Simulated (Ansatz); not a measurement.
`O/C=[C](\[AlH2])[SiH3]` + `BBO` → `BB[O][AlH2]` + `O/C=C/[SiH3]`  (ligand exchange at the Al–C bond)

Calculated with Ansatz (gas phase, PBE0-D4/def2-TZVP geometries, no zero-point term in ΔE). CCSD(T)/CBS is the MP2 limit (def2-TZVPP, def2-QZVPP) plus CCSD(T) − MP2 in def2-TZVPP, frozen cores. Double bonds are as drawn, so ΔE can hold a change between cis and trans. One conformer a species, not always the lowest.

`O/C=[C](\[AlH2])[SiH3]`:

Z-matrix (Å, degrees):
```
Si
C 1 1.849
H 1 1.490 2 111.5
H 1 1.490 2 111.5 3 -119.1
H 1 1.491 2 110.1 3 120.4
C 2 1.350 1 117.0 3 -120.6
Al 2 1.922 1 122.5 3 59.3
O 6 1.338 2 127.8 1 180.0
H 6 1.091 2 123.3 1 0.0
H 7 1.580 2 123.3 1 0.1
H 7 1.601 2 115.8 1 -179.9
H 8 0.970 6 109.6 2 0.0
```

`BBO`:

```xyz
7

B     0.536    1.062    0.225
B    -0.354   -0.333   -0.006
O     0.142   -1.444   -0.607
H     0.524    1.962   -0.569
H     1.148    1.265    1.236
H    -1.503   -0.348    0.385
H    -0.493   -2.163   -0.665
```

`BB[O][AlH2]`:

Cartesian coordinates in Å:
```
B 1.018 0.334 -1.745
B -0.163 0.686 -0.612
O -0.393 0.003 0.520
Al -0.738 -0.811 1.952
H 2.109 0.835 -1.705
H 0.802 -0.367 -2.695
H -0.873 1.649 -0.844
H 0.019 -0.337 3.251
H -1.780 -1.992 1.877
```

`O/C=C/[SiH3]`:

```xyz
10

O     0.567   -2.313   -0.742
C     0.107   -1.052   -0.651
C     0.262   -0.208    0.371
Si   -0.439    1.497    0.331
H     1.045   -2.536    0.065
H    -0.435   -0.783   -1.553
H     0.818   -0.548    1.244
H    -1.407    1.721    1.440
H    -1.141    1.690   -0.967
H     0.623    2.532    0.462
```

```csv
level,ΔE (kJ/mol)
SCS-MP2/def2-TZVPP,-113.2
MP2/CBS(def2),-107.8
```

(1) What does CCSD(T)/CBS give? (An estimate is asked.)

Largest T1 diagnostic among the species: 0.014.

## Answers

(1) Ansatz gave: -109.0 kJ/mol. The listed levels differ from it by -4.2, 1.2 kJ/mol.

From PBE to PBE0 (25 % exact exchange), in def2-TZVPP and without D4, ΔE moves by −3.3 kJ/mol. In def2-TZVPP, CCSD(T) changes the Hartree–Fock value by +25.0 kJ/mol (the triples alone add +5.5 kJ/mol) and MP2 by +26.1 kJ/mol.
